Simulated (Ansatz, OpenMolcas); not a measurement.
From OpenMolcas to Ansatz

This OpenMolcas 26.06 job computes AlCl3 (aluminium trichloride (monomer)):

mol.input:
```
* AlCl3 Kohn-Sham DFT

&GATEWAY
  BasLib = $CurrDir
  Coord
  4
  angstrom
  Cl      -1.135050      -0.108440       1.726210
  Al       0.000010       0.000000      -0.000020
  Cl       1.741960      -1.104030      -0.163630
  Cl      -0.606920       1.212480      -1.562570
  Basis = 6-311pGss
  Group = NoSym

&SEWARD
  GridInput
  Grid=UltraFine
  End of Grid

&SCF
  KSDFT = PBE0
  Thresholds = 1e-10 1e-07 1e-07 1e-05
  PrOrbitals = 1

&ALASKA
```

```bash
$ export MOLCAS_MEM=1860
$ pymolcas mol.input > mol.log
```

(Basis files named in the input come from the Basis Set Exchange and aren't shown.)

The coordinates come from a PBE0-D4/def2-TZVP relaxation.

It gives a total energy of -1622.709493 Eh.

Problem. Translate the job to Ansatz 0.2.0 as an input file of the program's own, asking for the energy.

Solution. This input was run:

job.yaml:
```yaml
crystal:
  periodic: [false, false, false]
  atoms:
    - {symbol: Cl, position_ang: [-1.135050, -0.108440, 1.726210]}
    - {symbol: Al, position_ang: [0.000010, 0.000000, -0.000020]}
    - {symbol: Cl, position_ang: [1.741960, -1.104030, -0.163630]}
    - {symbol: Cl, position_ang: [-0.606920, 1.212480, -1.562570]}
basis:
  gaussian:
    orbitals: 6-311+G_st__st_-spherical.json
accuracy: high
hamiltonian:
  xc: {name: PBE0}
output: {orbitals: {seedname: orbitals}}
```

```bash
$ ansatz run job.yaml --threads 1 --pin off --max-ram 3480MiB --events-out events.jsonl --progress --plain --runs-dir runs
```

(Basis files named in the input come from the Basis Set Exchange and aren't shown.)

Its energy is -1622.709492 Eh, the same as the first but for the last digit, at most.
